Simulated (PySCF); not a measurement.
## How methods differ on the ionisation energy of Se

Se [Ar] 3d10 4s2 4p4 (3P) → Se⁺ [Ar] 3d10 4s2 4p3 (4S), as a difference of total energies. All numbers are calculated (PySCF 2.14, the spin-free X2C one-electron Hamiltonian (Gaussian nucleus), in aug-cc-pVQZ-DK (8s7p5d3f2g, 93 functions)). Correlated levels: valence: [Ar] 3d10 frozen. The calculations carry no spin-orbit coupling.

```tsv
method	ionisation energy (eV)	plus first-order spin-orbit estimate	error of that sum (eV)
UHF	8.543	8.655	-1.097
LDA	9.886	9.999	+0.247
PBE	9.635	9.748	-0.004
PBE0	9.621	9.734	-0.018
r2SCAN	9.673	9.786	+0.034
r2SCAN0	9.654	9.767	+0.015
TPSSh	9.639	9.752	0.000
LC-wPBE	9.721	9.834	+0.082
wB97M-V	9.605	9.718	-0.034
MP2 (valence)	9.344	9.457	-0.295
SCS-MP2 (valence)	9.430	9.543	-0.209
```

Reference: 9.752 eV (measured; NIST Atomic Spectra Database, ionization energies).

A first-order spin-orbit estimate (lowest level to lowest level, LS coupling) adds 0.113 eV.

Errors of the correlated levels include the incompleteness of this basis and the frozen core.
